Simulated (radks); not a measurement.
Values are calculated unless marked as measured or tabulated.
Ionisation of the silver ion Ag+, [Kr] 4d10, to Ag2+, [Kr] 4d9, under several functionals. Scalar-relativistic Kohn-Sham, spin-polarised, spherical densities, point nucleus; open shells are filled with parallel spins first (spin-orbit coupling, left out, can overturn this in heavy ions); a radial shooting solver on a logarithmic mesh with Libxc functionals.

functional                          E(Ag+) (hartree)  Exc (hartree)  IE (eV)  -e(HOMO) (eV)  <r> HOMO (bohr)  IE error (eV)
exchange-only PBE                        -5313.30417     -146.41071   20.827         14.634            1.400         -0.657
B86b exchange with PBE correlation       -5316.40167     -149.57439   21.955         15.662            1.387         +0.470
Wu-Cohen GGA                             -5315.04881     -148.20731   21.945         15.652            1.386         +0.461
HCTH/407                                 -5319.18880     -152.57754   22.314         15.977            1.373         +0.829

NIST Atomic Spectra Database: 21.484 eV (measured). Closest: Wu-Cohen GGA. The Delta-SCF values span 1.49 eV, the total energies 5.88 hartree. The highest occupied level is 4d. Open shells are spherical and high-spin; term and fine-structure splittings are not resolved.
